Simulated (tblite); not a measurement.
Compound: C6H10FNSi.
Structure used (GFN2-xTB), in Å, numbered top down from 1:
```xyz
19
C6H10FNSi angstrom
C     -1.7271    1.0120   -0.9919
C     -0.9599   -0.2112   -0.4919
Si    -1.8758   -1.0619    0.9721
C      0.4228    0.1536   -0.0530
C      0.5250    1.2565    0.8276
N      0.5986    2.1514    1.5412
C      1.5277   -0.5050   -0.4203
C      2.9101   -0.1666    0.0307
F      3.6873   -1.2993    0.0639
H     -1.8295    1.7560   -0.2045
H     -1.2094    1.4759   -1.8313
H     -2.7223    0.7238   -1.3229
H     -0.8712   -0.9299   -1.3127
H     -1.9928   -0.1028    2.0671
H     -3.1933   -1.4613    0.4786
H     -1.0855   -2.2259    1.3720
H      1.4604   -1.3481   -1.0937
H      2.9263    0.2703    1.0350
H      3.3989    0.5218   -0.6735
```

Computed values, GFN2-xTB/tblite, gas phase, harmonic and unscaled. The method is semi-empirical: single wavenumbers can be off by several per cent or more. Modes of hydrogen on silicon can be 10 to 20 % off. One conformer, not necessarily the lowest.

Harmonic wavenumbers (cm⁻¹): 28.6, 46.0, 94.8, 114.0, 126.8, 147.7, 210.7, 217.9, 229.4, 318.1, 334.3, 388.9, 441.5, 514.6, 547.5, 611.3, 649.0, 700.2, 764.7, 773.5, 776.8, 791.5, 830.6, 958.3, 991.2, 1015.7, 1043.5, 1088.0, 1118.1, 1178.5, 1197.3, 1202.8, 1284.9, 1297.6, 1340.9, 1420.0, 1425.6, 1500.6, 1508.3, 1662.9, 2279.7, 2283.8, 2302.5, 2369.6, 2892.5, 2936.6, 2946.5, 3006.9, 3031.3, 3037.0, 3081.9.

A = 1893, B = 756.1, C = 666.8 MHz; mass 143.057 u (most abundant isotopes); point group C1, symmetry number 1.

Q: What is the zero-point energy?

A: ½Σν̃ = 30530 cm⁻¹ = 365.23 kJ/mol.

Q: Give the ideal-gas entropy at 298.15 K and 1 bar in the rigid-rotor, harmonic-oscillator model (classical rotation).

A: Translation 170.76, rotation 126.36, vibration 158.09: S = 455.2 J/(mol K).

Q: And Cp and H(298.15 K) − H(0)?

A: Cp = 180.76 J/(mol K), of which vibrations give 147.51 (their classical limit is 51 R = 424.0); H(298.15 K) − H(0) = 33.53 kJ/mol without the zero-point energy, 23.62 from vibrations.

Q: Which modes carry the vibrational entropy at 298.15 K?

A: 28.6 cm⁻¹: 24.79; 46.0 cm⁻¹: 20.85; 94.8 cm⁻¹: 14.89; 114.0 cm⁻¹: 13.39; 126.8 cm⁻¹: 12.53; 147.7 cm⁻¹: 11.30 J/(mol K); the other 45 give 60.35 together.

Q: How do the functions run with temperature in this model?

A: 
| T (K) | S (J/(mol K)) | Cp (J/(mol K)) | H − H(0) (kJ/mol) | G − H(0) (kJ/mol) | ln q(vib) |
| --- | --- | --- | --- | --- | --- |
| 100 | 313.6 | 92.7 | 6.29 | -25.07 | 2.78 |
| 200 | 392.1 | 138.1 | 17.87 | -60.54 | 6.27 |
| 300 | 456.3 | 181.5 | 33.87 | -103.03 | 9.55 |
| 500 | 567.1 | 254.3 | 77.86 | -205.69 | 15.68 |
| 800 | 703.2 | 324.1 | 165.54 | -397.01 | 24.00 |
| 1000 | 778.9 | 354.4 | 233.55 | -545.39 | 29.02 |

q(vib) and H(0) count from the zero-point level.

Q: Blend soft modes into free rotors: weight 1/[1 + (100 cm⁻¹/ν̃)⁴] for the oscillator and the rest for a rotor with moment μB/(μ + B), μ = h/(8π²ν), B = 10⁻⁴⁴ kg m². What vibrational entropy results?

A: 142.33 J/(mol K) in place of 158.09, which changes −T·S at 298.15 K by +4.70 kJ/mol.

Q: What must be added to the electronic energy to get the Gibbs energy at 298.15 K and 1 bar?

A: ZPE + [H(298.15 K) − H(0)] − T·S = 365.23 + 33.53 − 135.72 = 263.04 kJ/mol.

Hindered rotation and anharmonicity are outside this model. Other conformers, if any are populated, would add a mixing term that is left out. The structure is chiral; the term R ln 2 for an equal mix with its mirror image is left out.

Time: 0.46 s wall. Hardware: AMD EPYC 9R45, one thread, shared host with 96 logical CPUs at a one-minute load of 20. This covers the Hessian and the dipole derivatives.
